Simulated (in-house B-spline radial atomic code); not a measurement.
# B97-1 excitations of I7+

Method: B97-1. Computed with an all-electron radial atomic-structure program (B-spline basis): linear response of the closed shell [Kr] 4d10 with the functional's adiabatic kernel; scalar-relativistic (spin-free one-electron X2C), finite nucleus, no spin-orbit coupling, no double excitations, S, P, D and F terms only; shells from n = 2 respond. Only terms of natural parity with L up to 3 were computed.

Command:
```bash
python run_td.py task.json out
```
Settings (radii: box in bohr, nucleus in fm):
```
Z                        53
electrons                46
configuration            [Kr] 4d10
hamiltonian              x2c
method                   b97_1
box_radius               12.81
rms_radius               4.75
intervals                69
```

Run time, properties included: 4.6 s on 1 thread of Arm Neoverse N1, with other jobs on the host.

The lowest states, in the order of their Tamm-Dancoff energies; the method's threshold (minus the highest occupied level) is 142.49 eV. Labels give the largest channel, * marks a mixed state, and oscillator strengths are full-response dipole values. Semilocal kernels can invert the small singlet-triplet splittings of Rydberg terms. Energies in eV:

```csv
state,full response,Tamm-Dancoff,oscillator strength
4d → 5s 3D,45.63,45.65,-
4d → 5s 1D,?,?,-
4d → 5p 3P,60.49,60.52,-
4d → 5p 3F,60.71,60.73,-
4d → 5p 1F,61.04,61.04,-
4d → 5p 1P,62.14,62.22,0.99
4d → 4f 3P,75.64,75.69,-
4d → 4f 3F,77.01,77.05,-
4d → 4f 1F,?,?,-
4d → 5d 3S,81.73,81.76,-
```

(1) Where does 4d → 5s 1D lie?

(2) Where does 4d → 4f 1F lie?

(3) How large is the singlet-triplet splitting of 4d → 5s (D terms) in Tamm-Dancoff?

(4) What polarisabilities and dispersion coefficient does the method give?

Answers

(1) At 46.33 eV in full response, 46.34 eV in Tamm-Dancoff.

(2) At 79.47 eV in full response, 79.52 eV in Tamm-Dancoff.

(3) 0.696 eV, from the unrounded values.

(4) Dipole 1.053 bohr³, quadrupole 1.267 bohr⁵, C6 2.921 hartree·bohr⁶ for two such species.
